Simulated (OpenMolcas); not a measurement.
**Levels of O4+ by method**

- Program: OpenMolcas 26.06
- Basis: ANO-RCC-VTZP [4s3p2d1f]
- Scalar Hamiltonian: DKH2, point nucleus
- Active space: 2 electrons in 9 orbitals (RAS2 2s 2p; RAS3 3d, at most 2 electrons)
- State averaging: 2S+1 = 3 even, 3 roots; 2S+1 = 1 even, 7 roots; 2S+1 = 3 odd, 3 roots; 2S+1 = 1 odd, 3 roots
- Spin-orbit coupling: RASSI with atomic mean-field integrals over the reference wave functions, term energies averaged over their components

Methods on the same reference wave functions:
A. RASSCF
B. SS-RASPT2, IPEA 0.25 Eh, imaginary shift 0.1 Eh (closed shells correlated: 1s)
C. MS-RASPT2, IPEA 0.25 Eh, imaginary shift 0.1 Eh (closed shells correlated: 1s)
D. XMS-RASPT2, IPEA 0.25 Eh, imaginary shift 0.1 Eh (closed shells correlated: 1s)

Energies in cm⁻¹ above 2s² ¹S₀, the measured ground level; measured values from Moore, Selected Tables of Atomic Spectra, NSRDS-NBS 3, section 9.

```
     Level       A       B       C       D  Measured
   2s² ¹S₀     0.0     0.0     0.0     0.0       0.0
2s 2p ³P°₀   81852   81945   81948   82009     81942
2s 2p ³P°₁   81999   82092   82095   82156     82079
2s 2p ³P°₂   82295   82388   82391   82452     82385
2s 2p ¹P°₁  161972  160740  160742  160756    158798
   2p² ³P₀  214704  214199  214202  214249    213462
   2p² ³P₁  214851  214347  214349  214396    213618
   2p² ³P₂  215140  214635  214638  214685    213887
   2p² ¹D₂  234575  233292  233295  233277    231721
   2p² ¹S₀  295935  291698  291703  291697    287910
```

Deviations, from unrounded energies. A percentage is the sum of absolute deviations over the sum of measured energies, with the sign that they share, or ± where signs differ.

| Against measurement | Levels | A | B | C | D |
| --- | --- | --- | --- | --- | --- |
| mean absolute deviation (cm-1) | 9 | 2000 | 1100 | 1100 | 1100 |
| other configurations (%) | 9 | ±1.2 | +0.6 | +0.6 | +0.6 |

B, C, D lie about equally close to measurement and A furthest from it. The largest miss of B in the table is 2p² ¹S₀, by +3800 cm-1. The ranking rests on the paired levels alone, and a cruder setting can come out closer through cancelling errors.

Among B to D the level of the table that moves most is 2s 2p ³P°₀, by 64 cm-1 (lowest in B, highest in D).

The lowest spin-free term lies below A's lowest term by 0.005 hartree in B, 0.005 hartree in C, 0.005 hartree in D.

Active for correlation alone: 3d; no level in the range computed is led by a configuration that fills it, so any true level of that kind is missing. Computed and measured levels are paired by configuration, term and J; levels that our copy of the source lacks, or whose pairing is in doubt (as where it misses far off the trend of its configuration), stay unpaired and out of the deviations. Only configurations of the active space appear.

° marks odd parity.
